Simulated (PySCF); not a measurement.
C2H6F2Si, SMILES F[SiH2][C@H](F)C. Atoms are numbered in the order given.

```xyz
11

C     -1.9741     0.4937     0.5270
C     -0.8062     0.0977    -0.3611
F     -0.4384     1.1923    -1.1528
Si     0.7223    -0.4182     0.6262
F      1.8689    -0.9703    -0.3897
H     -2.3280    -0.3712     1.1104
H     -2.8101     0.8633    -0.0865
H     -1.6867     1.2937     1.2283
H     -1.1124    -0.7152    -1.0453
H      1.2619     0.7599     1.3523
H      0.3704    -1.5216     1.5613
```

Geometry optimised at ωB97X-D3(BJ)/def2-SVP. The structure was generated by enumeration; whether it is a known compound was not checked. The values are those of a single conformer.

These are TDA-PBE/def2-SVPD (PySCF) values and carry that method's errors.

Vertical excitations. 

Computed UV-visible absorptions:
| state | energy (eV) | λ (nm) | f | main pairs |
|---|---|---|---|---|
| S1 | 6.35 | 195 | 0.001 | HOMO→LUMO 99 % |
| S2 | 7.02 | 177 | 0.004 | HOMO→LUMO+1 95 % |
| S3 | 7.39 | 168 | 0.005 | HOMO−1→LUMO 90 % |
| S4 | 7.52 | 165 | 0.009 | HOMO→LUMO+2 87 % |
| S5 | 7.59 | 163 | 0.003 | HOMO−2→LUMO 93 % |
| S6 | 7.81 | 159 | 0.126 | HOMO→LUMO+3 92 % |
| S7 | 8.11 | 153 | 0.013 | HOMO−1→LUMO+1 69 %, HOMO→LUMO+4 29 % |
| S8 | 8.12 | 153 | 0.008 | HOMO→LUMO+4 64 %, HOMO−1→LUMO+1 28 % |
| S9 | 8.28 | 150 | 0.037 | HOMO−2→LUMO+1 86 % |
| S10 | 8.38 | 148 | 0.010 | HOMO→LUMO+5 91 % |
| T1 | 6.03 | 206 | 0 | HOMO→LUMO 99 % |
| T2 | 6.73 | 184 | 0 | HOMO→LUMO+1 89 % |
| T3 | 6.99 | 177 | 0 | HOMO→LUMO+2 89 % |
| T4 | 7.10 | 175 | 0 | HOMO−1→LUMO 59 %, HOMO−2→LUMO 39 % |
Triplets are in the Tamm–Dancoff approximation.
